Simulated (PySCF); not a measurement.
# Working out the ionisation energy of Te

Te [Kr] 4d10 5s2 5p4 (3P) → Te⁺ [Kr] 4d10 5s2 5p3 (4S). Calculation: PySCF 2.14, in aug-cc-pwCVTZ-DK3 with one added diffuse shell each of s, p, d, f type (11s10p8d5f1g, 125 functions); the spin-free X2C one-electron Hamiltonian (Gaussian nucleus). Frozen: [Ar] 3d10. Energies in hartree (1 hartree = 27.21139 eV):

```tsv
part	Te (lower)	Te⁺ (upper)
UHF	-6790.628012	-6790.343765
MP2 opposite-spin	-0.528572	-0.506607
MP2 same-spin	-0.280249	-0.275100
```

Q: What does Hartree-Fock give?

A: (-6790.343765) − (-6790.628012) = 0.284247 hartree = 7.735 eV.

Q: What do MP2 and SCS-MP2 (6/5 opposite-spin, 1/3 same-spin) give?

A: The opposite-spin parts differ by 0.598 eV and the same-spin parts by 0.140 eV. MP2: 7.735 + (0.598) + (0.140) = 8.473 eV. SCS-MP2: 7.735 + 1.2 × (0.598) + (0.140)/3 = 8.499 eV.

Measured between the centres of the two terms (NIST): 8.749 eV, so MP2 (valence and next inner shell) is off by -0.276 eV.

What remains against the reference includes basis incompleteness, the frozen core and correlation beyond second order.
